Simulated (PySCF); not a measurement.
Computed shifts of a molecule CH₆Cl₂OSi₂, PBE0/pcSseg-1 run with PySCF, GIAO, gas phase, equivalent atoms averaged, in ppm (number of nuclei): ¹³C: 10.5 (1). ²⁹Si: 50.3 (1), -25.8 (1). ¹H: 5.42 (1), 5.27 (1), 1.12 (3), 1.02 (1). References: ¹³C against TMS (σ = 186.3 ppm); ²⁹Si against TMS (σ = 352.7 ppm); ³⁵Cl against HCl (σ = 945.9 ppm); ¹⁷O against H2O (σ = 334.2 ppm); ¹H against TMS (σ = 31.56 ppm), references at their B3LYP-D3(BJ)/def2-TZVP geometries, non-relativistic (without spin–orbit terms, shifts of atoms bonded to Cl or Br come out too high). The structure is a stationary point at PBE0-D3(BJ)/def2-SVP. The values are those of a single conformer.

Question: Which structure fits?
A) C[Si@@H](O)[SiH](Cl)Cl
B) C[Si](Cl)(Cl)[SiH2]O
C) O[Si](Cl)(Cl)C[SiH3]
D) C[SiH2]O[SiH](Cl)Cl

Answer: B, C[Si](Cl)(Cl)[SiH2]O
